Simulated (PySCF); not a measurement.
## Structure elucidation problem

An unknown has the formula C$_{3}$H$_{12}$NPSi$_{2}$. Its calculated NMR data are:

1H NMR (400 MHz, computed): δ 4.69 (m, 6H), 2.63 (m, 2H), 2.17 (m, 4H).

13C{1H} NMR (computed): δ 31.5 (CH2, 2C), 20.6 (CH2).

Computational details: geometry: GFN2-xTB, shielding tensors at PBE0/pcSseg-1 (GIAO), in PySCF 2.14.0 with density-fitted response routines (no solvent model, non-relativistic Hamiltonian, single conformer, fast rotation and ring inversion assumed for equivalent nuclei).

Chemical shifts δ = σref − σ; 1H and 13C against TMS, all at this level.

Question: Deduce the structure.

Answer: 
- 2 carbon signals for 3 carbons: some carbons are equivalent by symmetry or fast rotation.
- Carbon types of the structure: 3 × CH2, leaving 6 H on heteroatoms.
- δC 31.5: sp3 CH2 bonded to P.
- δC 20.6: sp3 CH2 in a ring; aliphatic region, no heteroatom directly attached.
- δH 4.69: hydrogen on a silicon bonded to N.
- δH 2.63: hydrogen on an sp3 CH2 in a ring.
- δH 2.17: hydrogen on an sp3 CH2 bonded to P.

These data were computed for `[SiH3]N([SiH3])P1CCC1`.

The shifts were computed for this structure.

Splittings by 31P in the carbon and heteronuclear signals aren't shown, as no couplings were computed. Shifts are as computed. Against solution values, carbons near 30 ppm lie about +3 ppm off and those near 130 ppm about +5 ppm. Of 1211 compounds with measured shifts, 218 miss one by over three times the rms of a fit or turn the order of signals round; such compounds aren't used in these exercises. Multiplicities follow the n + 1 count of equivalent neighbours, as no J values were calculated; m marks all less simple cases, F and P coupling included.
